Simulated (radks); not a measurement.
Values are calculated unless marked as measured or tabulated.
Spherical jellium clusters: N electrons in a uniform positive sphere of charge N and radius rs N^(1/3), rs = 4.75 bohr. Level of theory: non-relativistic Kohn-Sham, PBEsol, spin-polarised, spherical densities (a radial shooting solver with Libxc functionals). Levels are named by radial order and angular momentum (1s, 1p, 1d, 2s, ...), and open shells are averaged over m.

N = 5, configuration 1s2 1p(up 3, down 0). This is the lowest configuration that the search found. Occupied levels:

| level | occupation | eigenvalue (eV) | <r> (bohr) |
|---|---|---|---|
| 1s up | 1 | -3.7483 | 5.710 |
| 1s down | 1 | -3.1706 | 5.274 |
| 1p up | 3 | -2.6672 | 6.849 |

Energy (eV): total -8.40678, kinetic 6.8858, external -98.392, Hartree 48.415, exchange-correlation -15.569, background 50.253.
